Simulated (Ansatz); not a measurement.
The cluster Ba5⁺, relaxed as a doublet with UKS PBE/def2-SVP in Ansatz, starting from the GFN2-xTB geometry. Force threshold 0.02 eV/Å.

In the def2 sets Ba takes a core potential; there is no spin–orbit coupling. The structure comes from a short search, and lower isomers may exist.

Start:

```csv
atom,x (Å),y (Å),z (Å)
Ba1,2.492,2.142,0.227
Ba2,1.677,-1.849,0.128
Ba3,-2.443,-2.247,0.001
Ba4,-0.600,0.818,-2.348
Ba5,-1.127,1.136,1.993
```

Q: Estimate the energy that the relaxation releases and the steps that it takes.

A: 16.3 kJ/mol, in 4 steps; 51 s on 4 threads of Intel Xeon on a shared host. No frequencies were taken in this run, so the end may be a saddle point.

Q: Does the start keep its bonding and symmetry?

A: By distances, no bond broke or formed. The bond that changes most is Ba1–Ba2, from 4.08 to 4.40 Å (atoms count from 1). The end is the same structure that another start reached, the lowest one found. Point group Cs at the start, D3h at the end, both within 0.05 Å.

Q: Predict the relaxed structure.

A: 
Cartesian coordinates in Å:
```
Ba 2.652 2.368 0.132
Ba 1.709 -1.927 0.278
Ba -2.649 -2.371 -0.127
Ba -0.636 0.841 -2.371
Ba -1.075 1.088 2.088
```
Bond lengths (bridged metal pairs left out): 9 × Ba–Ba 4.40 to 4.49 Å.
